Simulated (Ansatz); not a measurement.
Basis-set extrapolation for C2H8FNOSi (`CO[Si](C)(N)F`) (PBE0-D4/def2-TZVP geometry, frozen core, Ansatz 0.2.0). Multiplicity 1, RHF reference.

```tsv
	def2-TZVPP	def2-QZVPP
HF	-598.397382	-598.422199
MP2 correlation	-1.168401	-1.259844
CCSD(T) correlation	-1.251820	not run
```

Energies in hartree. Use E(X) = E(∞) + A·exp(−7.88·√X) for Hartree–Fock and E(X) = E(∞) + B·X^(−2.97) for correlation, with X = 3 and 4, and add CCSD(T) minus MP2 of the smaller set to the MP2 limit.

Task: What is the CCSD(T) energy at the basis-set limit?

Result: HF limit: -598.422199 + (-0.024817) × 0.13774 = -598.42562. MP2 limit: -1.259844 + (-0.091443) × 0.74074 = -1.32758. Higher-order term: -1.251820 − (-1.168401) = -0.08342. Total: -599.83662 hartree, 5.10 eV below CCSD(T)/def2-TZVPP.
